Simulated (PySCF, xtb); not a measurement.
Si(NH2)(SH) (H3NSSi), SMILES [Si](S)N (connectivity only; charge and spin as stated), neutral, multiplicity 1. Atoms are numbered in the order given.

```xyz
6

Si    -0.7483    -0.5819     0.0000
N      0.6388    -1.5851     0.0000
H      0.5370    -2.5890     0.0000
H      1.6099    -1.3047     0.0000
S      0.2936     1.3186     0.0000
H     -0.8390     2.0389     0.0000
```
Charge 0, spin multiplicity 1.

Geometry optimised at r2SCAN-D4/def2-TZVP. Other conformers were not sampled.

Calculation: IEF-PCM-ωB97X/def2-SVP run with PySCF.

The values are the electrostatic part of the solvation free energy, E(continuum) − E(gas) at the gas-phase geometry, in a cavity of scaled van der Waals radii (PySCF's table); cavitation and dispersion terms are not included. In vacuum the orbital gap is 9.80 eV. The dipole moment in vacuum is 1.61 D.

Estimate the values in water (ε = 78.36), 1-octanol (ε = 9.86), ethanol (ε = 24.85). (An estimate is asked for; the answer gives what the named calculation found.)


| solvent | ε | ΔG(elec) (kcal/mol) | dipole (D) | gap (eV) |
|---|---|---|---|---|
| water | 78.36 | -4.9 | 2.05 | 9.87 |
| 1-octanol | 9.86 | -4.2 | 1.99 | 9.86 |
| ethanol | 24.85 | -4.6 | 2.03 | 9.86 |

For comparison, GFN2-xTB/ALPB(water) (xtb, at the GFN2-xTB geometry, all terms of that model) gives -1.9 kcal/mol.
